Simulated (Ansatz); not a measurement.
Start from `C[SiH](F)O[SiH2]O` and change one atom or group to get `CCO[SiH](C)F`.

Ansatz, PBE0-D4/def2-TZVP geometries, multiplicity 1. Each molecule was computed in one conformer, which needn't be the lowest.

```json
{"property": "HOMO–LUMO gap (PBE0/def2-TZVPP) / eV", "`C[SiH](F)O[SiH2]O`": "9.15"}
{"property": "LUMO energy (ωB97M-V/def2-TZVPP) / eV", "`C[SiH](F)O[SiH2]O`": "2.06"}
{"property": "HOMO energy (ωB97M-V/def2-TZVPP) / eV", "`C[SiH](F)O[SiH2]O`": "-10.91"}
{"property": "HOMO energy (PBE0/def2-TZVPP) / eV", "`C[SiH](F)O[SiH2]O`": "-8.63"}
{"property": "HOMO–LUMO gap (PBE/def2-TZVPP) / eV", "`C[SiH](F)O[SiH2]O`": "6.83"}
{"property": "LUMO energy (PBE/def2-TZVPP) / eV", "`C[SiH](F)O[SiH2]O`": "-0.37"}
```

**Question.** Give the same properties after the change, and the shifts. (Estimate.)

**Answer.** The calculation gave: 
```tsv
property	`CCO[SiH](C)F`	shift
HOMO–LUMO gap (PBE0/def2-TZVPP) / eV	9.40	0.25
LUMO energy (ωB97M-V/def2-TZVPP) / eV	2.47	0.41
HOMO energy (ωB97M-V/def2-TZVPP) / eV	-10.70	0.21
HOMO energy (PBE0/def2-TZVPP) / eV	-8.33	0.30
HOMO–LUMO gap (PBE/def2-TZVPP) / eV	7.09	0.26
LUMO energy (PBE/def2-TZVPP) / eV	0.28	0.65
```

With PBE0 the HOMO rises by 0.30 eV and the LUMO rises by 0.55 eV, so the gap widens by about 0.25 eV. PBE moves the HOMO by 0.39 eV and ωB97M-V by 0.21 eV.
